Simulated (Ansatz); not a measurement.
Coupled-cluster diagnostics for Li₇⁻, Ansatz.

Geometry of the singlet (PBE/def2-TZVPD):

```xyz
7

Li    0.060    1.442    2.003
Li    1.359   -0.904   -1.852
Li   -2.260    0.022    0.993
Li   -1.458   -1.427   -1.390
Li    2.299    0.866    0.247
Li   -0.414    1.373   -0.974
Li    0.414   -1.372    0.974
```

Correlated methods freeze no core orbitals; core or outer-core shells of Li are correlated, in sets that lack core-valence functions. In CCSD on the charge 0 doublet the largest single amplitude is 0.24, so its Hartree–Fock determinant may place the open shell otherwise than the density functionals do. The structure comes from a short search, and lower isomers may exist.

Task: Estimate the CCSD(T) correlation energy, the shares of MP2 and (T), T1 and the reference's ⟨S²⟩ for: charge -1, singlet, own geometry in def2-TZVPPD; charge 0, doublet, vertical in def2-TZVPPD; and the rough time on 4 threads of Arm Neoverse V2 on a shared host.

Result: 
| state | basis | correlation (eV) | MP2 share (%) | (T) share (%) | T1 | ⟨S²⟩ (pure) | wall time | remarks |
| --- | --- | --- | --- | --- | --- | --- | --- | --- |
| charge -1, singlet, own geometry | def2-TZVPPD | -11.679 | 85.0 | 5.3 | 0.019 | 0.00 (0.00) | 17 s | restricted SCF unstable |
| charge 0, doublet, vertical | def2-TZVPPD | -10.428 | 74.6 | 4.3 | 0.122 | 2.18 (0.75) | 71 s | flagged by the program, large T1 (0.122), spin-contaminated (⟨S²⟩ 2.18) |
Customary marks for T1 are 0.02 (closed shells), 0.045 (open shells) and about 0.05 (3d metals). T1 exceeds 0.02 in 1 of 2 rows and 0.045 in 1; the higher it lies, the less the single-reference result can be trusted.
